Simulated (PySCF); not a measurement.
Record of a relaxation.

Compound: Ta(NH)Cl3 (singlet state).
Bonds: Ta1–N2, Ta1–Cl4, Ta1–Cl5, Ta1–Cl6. Hydrogens: H3 on N2.

Method: PBE0-D3(BJ)/def2-SVP geometry optimisation, gas phase, def2 core potentials past Kr (PySCF 2.14.0); density fitting, grid level 1; the optimiser is geomeTRIC in internal coordinates, started from a GFN2-xTB structure with every atom displaced at random (about 0.03 Å). 14 of its 16 geometries are shown. The frame can shift and turn from step to step; on so coarse a grid that alone can change the energy by a few meV, and forces under 0.02 eV/Å are noise.

Step 0: E = -40604.9118 eV, largest atomic force 2.303 eV/Å
```
atom  x, y, z in Å  |  force x, y, z in eV/Å
Ta1     0.057   -0.078   -0.282    0.040   2.299  -0.122
N2      0.001   -0.004    1.478    0.105  -0.224  -1.208
H3     -0.027    0.009    2.469   -0.067   0.038   1.142
Cl4     2.105    0.003   -1.265    0.765  -0.079   0.165
Cl5    -1.039    1.721   -1.259    0.163  -0.153   0.479
Cl6    -1.034   -1.747   -1.212   -1.006  -1.882  -0.456
```

Step 1: E = -40605.1988 eV, largest atomic force 0.413 eV/Å
```
atom  x, y, z in Å  |  force x, y, z in eV/Å
Ta1     0.037   -0.024   -0.343   -0.043  -0.206  -0.355
N2     -0.016    0.008    1.416    0.071  -0.053  -0.385
H3     -0.043    0.001    2.431   -0.007   0.037  -0.032
Cl4     2.195    0.002   -1.174   -0.152  -0.030   0.354
Cl5    -1.047    1.797   -1.220   -0.017   0.109   0.158
Cl6    -1.063   -1.881   -1.179    0.147   0.142   0.261
```

Step 2: E = -40605.2582 eV, largest atomic force 0.618 eV/Å
```
atom  x, y, z in Å  |  force x, y, z in eV/Å
Ta1     0.023   -0.017   -0.392   -0.051  -0.324  -0.524
N2     -0.028    0.007    1.350   -0.005  -0.010   0.452
H3     -0.050    0.006    2.368    0.000   0.024  -0.164
Cl4     2.222   -0.012   -1.060    0.019  -0.001   0.073
Cl5    -1.048    1.844   -1.191   -0.068   0.170   0.015
Cl6    -1.056   -1.924   -1.144    0.104   0.141   0.148
```

Step 3: E = -40605.2685 eV, largest atomic force 0.450 eV/Å
```
atom  x, y, z in Å  |  force x, y, z in eV/Å
Ta1     0.016   -0.022   -0.432   -0.060  -0.004   0.446
N2     -0.033    0.007    1.319   -0.019  -0.007  -0.362
H3     -0.052    0.017    2.334    0.000   0.009  -0.058
Cl4     2.240   -0.025   -1.008    0.027  -0.002  -0.056
Cl5    -1.056    1.879   -1.178    0.028  -0.038   0.002
Cl6    -1.052   -1.953   -1.105    0.025   0.042   0.028
```

Step 5: E = -40605.2716 eV, largest atomic force 0.061 eV/Å
```
atom  x, y, z in Å  |  force x, y, z in eV/Å
Ta1     0.018   -0.025   -0.424    0.010  -0.004  -0.061
N2     -0.029    0.017    1.318    0.009   0.008   0.049
H3     -0.052    0.034    2.332    0.004   0.011   0.011
Cl4     2.235   -0.033   -1.040   -0.008  -0.004  -0.008
Cl5    -1.053    1.868   -1.183   -0.002   0.006  -0.012
Cl6    -1.057   -1.956   -1.073   -0.014  -0.018   0.020
```

Step 6: E = -40605.2450 eV, largest atomic force 0.376 eV/Å
```
atom  x, y, z in Å  |  force x, y, z in eV/Å
Ta1     0.022   -0.057   -0.405   -0.011  -0.254   0.029
N2      0.042    0.143    1.330    0.186   0.068  -0.007
H3      0.025    0.237    2.338    0.029   0.024   0.052
Cl4     2.143   -0.162   -1.292    0.130  -0.007   0.183
Cl5    -1.040    1.750   -1.298   -0.224   0.267  -0.141
Cl6    -1.130   -2.006   -0.741   -0.110  -0.099  -0.116
```

Step 7: E = -40605.2669 eV, largest atomic force 0.183 eV/Å
```
atom  x, y, z in Å  |  force x, y, z in eV/Å
Ta1     0.020   -0.041   -0.415   -0.001  -0.130  -0.005
N2      0.006    0.079    1.326    0.108   0.038  -0.010
H3     -0.014    0.134    2.338    0.026   0.015   0.020
Cl4     2.193   -0.093   -1.169    0.028  -0.005   0.091
Cl5    -1.044    1.811   -1.243   -0.099   0.124  -0.090
Cl6    -1.097   -1.987   -0.907   -0.062  -0.042  -0.005
```

Step 8: E = -40605.2686 eV, largest atomic force 0.158 eV/Å
```
atom  x, y, z in Å  |  force x, y, z in eV/Å
Ta1     0.017   -0.046   -0.416    0.006  -0.115   0.026
N2      0.014    0.095    1.325    0.095   0.035  -0.035
H3      0.000    0.159    2.336    0.022   0.015   0.013
Cl4     2.188   -0.109   -1.174    0.020  -0.005   0.085
Cl5    -1.047    1.798   -1.264   -0.089   0.104  -0.079
Cl6    -1.110   -1.993   -0.877   -0.055  -0.034  -0.010
```

Step 9: E = -40605.2749 eV, largest atomic force 0.034 eV/Å
```
atom  x, y, z in Å  |  force x, y, z in eV/Å
Ta1     0.008   -0.051   -0.420    0.017  -0.016   0.016
N2      0.023    0.101    1.319    0.016   0.017  -0.023
H3      0.025    0.172    2.330    0.011   0.015  -0.010
Cl4     2.195   -0.115   -1.130   -0.009  -0.012   0.013
Cl5    -1.060    1.794   -1.283   -0.012   0.002  -0.022
Cl6    -1.127   -1.996   -0.885   -0.022  -0.006   0.026
```

Step 10: E = -40605.2656 eV, largest atomic force 0.189 eV/Å
```
atom  x, y, z in Å  |  force x, y, z in eV/Å
Ta1    -0.017   -0.105   -0.411    0.042   0.078  -0.019
N2      0.117    0.262    1.289   -0.073   0.029   0.040
H3      0.182    0.441    2.285   -0.001   0.042  -0.019
Cl4     2.132   -0.289   -1.202    0.052  -0.035  -0.031
Cl5    -1.096    1.626   -1.475    0.009   0.045   0.125
Cl6    -1.255   -2.031   -0.556   -0.028  -0.160  -0.096
```

Step 12: E = -40605.2739 eV, largest atomic force 0.062 eV/Å
```
atom  x, y, z in Å  |  force x, y, z in eV/Å
Ta1    -0.012   -0.116   -0.411   -0.028   0.015   0.010
N2      0.108    0.271    1.287   -0.007  -0.055  -0.012
H3      0.165    0.484    2.277    0.000   0.019   0.008
Cl4     2.130   -0.320   -1.228    0.004   0.009   0.034
Cl5    -1.091    1.644   -1.417    0.003   0.006   0.014
Cl6    -1.237   -2.060   -0.577    0.028   0.006  -0.055
```

Step 13: E = -40605.2744 eV, largest atomic force 0.058 eV/Å
```
atom  x, y, z in Å  |  force x, y, z in eV/Å
Ta1    -0.013   -0.114   -0.411   -0.020  -0.001   0.003
N2      0.108    0.269    1.288   -0.006  -0.037   0.010
H3      0.164    0.483    2.278   -0.001   0.010  -0.003
Cl4     2.129   -0.322   -1.228    0.010   0.014   0.033
Cl5    -1.092    1.647   -1.416    0.000   0.012   0.012
Cl6    -1.233   -2.060   -0.580    0.017   0.001  -0.055
```

Step 14: E = -40605.2749 eV, largest atomic force 0.053 eV/Å
```
atom  x, y, z in Å  |  force x, y, z in eV/Å
Ta1    -0.014   -0.111   -0.410   -0.009  -0.011  -0.001
N2      0.107    0.266    1.289   -0.011  -0.017   0.009
H3      0.164    0.485    2.278   -0.002   0.000  -0.002
Cl4     2.128   -0.326   -1.226    0.011   0.021   0.030
Cl5    -1.095    1.649   -1.415    0.005   0.011   0.017
Cl6    -1.228   -2.059   -0.586    0.006  -0.004  -0.053
```

Step 15: E = -40605.2750 eV, largest atomic force 0.054 eV/Å
```
atom  x, y, z in Å  |  force x, y, z in eV/Å
Ta1    -0.014   -0.111   -0.411   -0.010  -0.013   0.004
N2      0.107    0.266    1.289   -0.011  -0.015   0.004
H3      0.164    0.485    2.278   -0.002   0.000   0.000
Cl4     2.129   -0.326   -1.225    0.011   0.021   0.029
Cl5    -1.095    1.649   -1.414    0.006   0.012   0.017
Cl6    -1.228   -2.059   -0.586    0.006  -0.004  -0.054
```

Problem. Summarise the path.

Solution. The energy falls by 8.38 kcal/mol from step 0 to step 15; nine tenths of that is first reached at step 2. It rises by more than 0.2 meV at steps 6 and 10. The largest force goes from 2.303 to 0.054 eV/Å. Among the bonds Ta1–Cl6 changes most, from 2.200 to 2.302 Å; the atoms move by 0.183 Å rms after alignment.

Problem. Follow the three bonds and two angles with the largest change from start to end.

Solution. 
| step | E above end (kcal/mol) | largest force (eV/Å) | Ta1–Cl6 (Å) | Ta1–Cl4 (Å) | Ta1–Cl5 (Å) | Cl5–Ta1–Cl6 (°) | N2–Ta1–Cl4 (°) |
| --- | --- | --- | --- | --- | --- | --- | --- |
| 0 | 8.38 | 2.303 | 2.200 | 2.273 | 2.322 | 100.1 | 117.3 |
| 1 | 1.76 | 0.413 | 2.315 | 2.313 | 2.293 | 105.9 | 112.7 |
| 2 | 0.39 | 0.618 | 2.316 | 2.299 | 2.292 | 109.7 | 108.6 |
| 3 | 0.15 | 0.450 | 2.307 | 2.298 | 2.306 | 112.4 | 106.1 |
| 4 | 0.08 | 0.070 | 2.304 | 2.301 | 2.305 | 112.3 | 106.6 |
| 5 | 0.08 | 0.061 | 2.303 | 2.301 | 2.303 | 112.3 | 107.0 |
| 6 | 0.69 | 0.376 | 2.289 | 2.301 | 2.278 | 112.5 | 112.2 |
| 7 | 0.19 | 0.183 | 2.296 | 2.301 | 2.291 | 112.5 | 109.6 |
| 8 | 0.15 | 0.158 | 2.296 | 2.301 | 2.292 | 112.4 | 109.4 |
| 9 | 0.00 | 0.034 | 2.299 | 2.301 | 2.299 | 111.9 | 107.6 |
| 10 | 0.22 | 0.189 | 2.294 | 2.298 | 2.300 | 110.5 | 106.2 |
| 11 | 0.08 | 0.108 | 2.299 | 2.300 | 2.299 | 110.9 | 106.5 |
| 12 | 0.02 | 0.062 | 2.304 | 2.302 | 2.297 | 111.4 | 107.5 |
| 13 | 0.01 | 0.058 | 2.303 | 2.302 | 2.296 | 111.5 | 107.5 |
| 14 | 0.00 | 0.053 | 2.302 | 2.302 | 2.297 | 111.5 | 107.5 |
| 15 | 0.00 | 0.054 | 2.302 | 2.302 | 2.297 | 111.5 | 107.5 |

What follows is the cost of the whole optimisation. The run took 86 s of wall time on one thread, Arm Neoverse V2 (aarch64), no GPU, shared host with 96 logical CPUs at a one-minute load of 61, and the process peaked at 0.41 GiB of memory.
